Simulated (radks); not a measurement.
Problem. Gd II, configuration [Xe] 4f7 5d1 6s1 (the NIST ground configuration). Calculated with a radial shooting solver on a logarithmic mesh with Libxc functionals: scalar-relativistic Kohn-Sham, PBE, spin-polarised, spherical densities, finite nucleus; open shells are filled with parallel spins first (spin-orbit coupling, left out, can overturn this in heavy ions); Fermi nuclear charge, rms radius 5.1569 fm. Some entries of the table are withheld. Estimate them.

orbital,occ.,eigenvalue (hartree),r(max) (bohr)
1s up,1,-1841.157,0.01392
1s down,1,-1841.157,0.01392
2s up,1,-304.1699,0.07901
2s down,1,-304.1668,0.07901
2p up,3,-270.7237,0.06395
2p down,3,-270.7215,0.06395
3s up,1,-67.62315,0.2243
3s down,1,-67.52650,0.2242
3p up,3,-57.25889,0.2201
3p down,3,-57.16263,0.2200
3d up,5,-43.56076,0.1801
3d down,5,-43.48653,0.1800
4s up,1,-13.87385,0.5157
4s down,1,-13.64740,0.5155
4p up,3,-10.45725,0.5382
4p down,3,-10.23235,0.5380
4d up,5,-5.72916,0.5591
4d down,5,-5.50613,0.5588
5s up,1,-2.10262,1.192
5s down,1,-1.97341,1.205
5p up,3,-1.26855,1.349
5p down,3,-1.16408,1.368
4f up,7,-0.61639,(1)
4f down,0,-0.41449,(2)
6s up,1,-0.36000,3.173
5d up,1,(3),1.911
5d down,0,(4),1.955
6p up,0,-0.22379,3.977

Solution. 
(1) 4f up r(max) (bohr): 0.5666
(2) 4f down r(max) (bohr): 0.5693
(3) 5d up eigenvalue (hartree): -0.33187
(4) 5d down eigenvalue (hartree): -0.26190
